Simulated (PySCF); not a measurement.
A GIAO shielding run with PySCF 2.14 (density fitting, non-relativistic, gas phase) on SMILES CC(C)O[Si@H](C)[SiH2]CCl, C₅H₁₅ClOSi₂:

```
$ OMP_NUM_THREADS=1 python probes_run.py task.json out

{"job": {"kind": "nmr", "xc": "PBE0", "basis": "pcSseg-1"}, "charge": 0, "multiplicity": 1}
C     -3.049525     0.862621    -0.718772
C     -2.060785    -0.283729    -0.528745
C     -2.453320    -1.162584     0.654377
O     -0.785816     0.273343    -0.325422
Si     0.703292    -0.318255    -0.585672
C      1.139178    -1.833766     0.492740
Si     1.889889     1.585745    -0.059446
C      3.674120     1.433743    -0.746298
Cl     4.428396    -0.040568    -0.088827
H     -2.737198     1.487829    -1.551318
H     -4.044143     0.472934    -0.918041
H     -3.077695     1.473273     0.180200
H     -2.035356    -0.896480    -1.441167
H     -3.453790    -1.561015     0.509834
H     -1.754546    -1.987718     0.756095
H     -2.433349    -0.574021     1.568298
H      0.803965    -0.792720    -1.985430
H      0.903256    -1.653595     1.539638
H      2.200565    -2.055582     0.434974
H      0.605506    -2.731288     0.185143
H      1.425634     2.863740    -0.630109
H      2.073714     1.853223     1.376362
H      3.715143     1.342841    -1.828848
H      4.311130     2.261793    -0.448544
```

Hardware: 1 thread of an AMD EPYC, shared host. The job also computes population analyses, field gradients.

Q: How large is the calculation?

A: 98 electrons, 249 basis functions and 1361 auxiliary functions.

Q: How long does it take, and how much memory does it need?

A: 2.6 min of wall time, with 13 SCF cycles and 4 response iterations; peak memory 1.1 GiB. Times on a shared host scatter by some tens of per cent.
